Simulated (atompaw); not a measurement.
Cutoff test, P, PAW (atompaw)

phosphorus (P), PAW, made with atompaw 4.2.0.5 (LDA (PW92), non-relativistic). Core [Ne], reference 3s2 3p3. Waves: 3s (bound): rc 1.60 bohr; 3s channel at 1.15 Ry: rc 1.60 bohr; 3p (bound): rc 1.35 bohr; 3p channel at 0.15 Ry: rc 1.35 bohr. Local part: vpsmatchnc scheme with l = 2 at 0 Ry, radius 1.20 bohr. Core correction: smooth core density matched at 1.10 bohr. Augmentation charge: besselshape compensation charge, radius 1.20 bohr; PAW radius 1.60 bohr; waves and projectors: custom rrkj gramschmidtortho.

The pseudo-atom Hamiltonian at the reference potential is diagonalised in spherical Bessel functions j_l(qr) that vanish at 20 bohr, with q² up to the cutoff. All-electron valence levels (Ry): 3s -1.0246, 3p -0.4121.

Task: How do the lowest levels (Ry) of each channel move with the cutoff, and are there ghosts?

Result:

| cutoff (Ry) | s #1 | s #2 | p #1 | p #2 | p #3 | d #1 | f #1 | f #2 | Σ f·Δε (mRy) |
| --- | --- | --- | --- | --- | --- | --- | --- | --- | --- |
| 8 | -1.0178 | -0.0254 | -0.4081 | 0.0300 | 0.1196 | 0.0655 | 0.1148 | 0.2449 | 26.0 |
| 12 | -1.0231 | -0.0259 | -0.4108 | 0.0298 | 0.1192 | 0.0654 | 0.1148 | 0.2449 | 7.2 |
| 15 | -1.0241 | -0.0260 | -0.4109 | 0.0298 | 0.1192 | 0.0653 | 0.1148 | 0.2449 | 4.8 |
| 21 | -1.0245 | -0.0261 | -0.4115 | 0.0298 | 0.1192 | 0.0652 | 0.1148 | 0.2449 | 2.4 |
| 25 | -1.0245 | -0.0261 | -0.4118 | 0.0298 | 0.1191 | 0.0651 | 0.1148 | 0.2449 | 1.4 |
| 35 | -1.0247 | -0.0261 | -0.5049 | -0.4108 | 0.0298 | 0.0651 | 0.1148 | 0.2449 | 4.1 |
| 40 | -1.0247 | -0.2625 | -1.4133 | -0.4120 | 0.0298 | 0.0650 | 0.1148 | 0.2449 | 0.7 |
| 50 | -2.2707 | -1.0247 | -2.7483 | -0.4121 | 0.0298 | 0.0650 | 0.1148 | 0.2449 | 0.2 |
| 400 | -4.4348 | -1.0247 | -3.7460 | -0.4122 | 0.0298 | 0.0650 | 0.1148 | 0.2449 | 0.0 |

Result: ghost states, extra bound levels that the all-electron valence spectrum of the same l lacks: s at -60.3 eV, p at -51.0 eV (a true bound ghost makes a file unfit for plane-wave use); 10 mRy is reached at 12 Ry and 1 mRy at 40 Ry.
